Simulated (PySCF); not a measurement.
# Vertical excitation energies

Compound: C5H7OP.
Structure used (GFN2-xTB), in Å, numbered top down from 1:
```
atom  x, y, z in Å
C1    -2.4194   -0.3475   -0.1720
P2    -1.3807    0.7672    0.8886
C3     0.2292    0.4075    0.1441
C4     1.3531   -0.2358    0.5855
C5     2.3127   -0.0960   -0.4431
C6     1.7090    0.6289   -1.4235
O7     0.4534    0.9452   -1.0748
H8    -2.4865    0.0865   -1.1687
H9    -3.4193   -0.4019    0.2537
H10   -1.9894   -1.3450   -0.2381
H11   -1.1969   -0.1457    1.9318
H12    1.4703   -0.7456    1.5204
H13    3.3109   -0.4831   -0.4494
H14    2.0527    0.9648   -2.3817
```

Computed, not measured: TDDFT CAM-B3LYP/def2-SVPD, vertical, gas phase, core orbitals frozen in the response (PySCF).

| state | E (eV) | E (hartree) | f | main configurations (H = HOMO, L = LUMO) |
| --- | --- | --- | --- | --- |
| S1 | 5.51 | 0.2024 | 0.313 | H→L (94%) |
| S2 | 5.94 | 0.2185 | 0.030 | H→L+1 (87%) |
| S3 | 6.53 | 0.2400 | 0.059 | H→L+2 (74%), H-1→L (10%) |
| S4 | 6.62 | 0.2433 | 0.0055 | H→L+3 (54%), H→L+4 (21%) |
| S5 | 6.83 | 0.2511 | 0.0070 | H→L+6 (24%), H-2→L (21%), H→L+3 (13%) |
| S6 | 6.88 | 0.2530 | 0.022 | H-1→L (74%) |
| S7 | 6.93 | 0.2546 | 0.015 | H→L+4 (34%), H→L+6 (30%), H→L+3 (9%) |
| S8 | 7.28 | 0.2675 | 0.028 | H→L+5 (61%), H→L+4 (18%) |

Triplets, Tamm–Dancoff:

```
state  E (eV)  λ (nm)  main configurations (H = HOMO, L = LUMO)
   T1    3.77   328.5                                 H→L (69%)
   T2    5.22   237.7     H→L+6 (15%), H→L+3 (14%), H-2→L (13%)
   T3    5.28   234.9     H→L+1 (30%), H→L+6 (13%), H-1→L (11%)
```

The lowest singlet comes at 225 nm (531 kJ/mol) in the ultraviolet; it is strong; its leading configuration is HOMO→LUMO (94%). The lowest level is also the most intense of those listed (f = 0.313). Löwdin shares by element: HOMO carbon 50% or more, phosphorus 23% (atoms not listed hold the other 27%); LUMO carbon 26% or more, phosphorus 15%, oxygen 13% (atoms not listed hold the other 46%). Orbital energies (eV): HOMO-3 -11.31, HOMO-2 -9.60, HOMO-1 -9.06, HOMO -7.48, LUMO 0.87, LUMO+1 1.33, LUMO+2 1.83. Weighted by f, the mean energy of these states is 5.90 eV. Of the 8 states listed, 6 reach f = 0.01 and none stays under 0.0005. The window holds the lowest 8 singlets.

One conformer stands for the species.
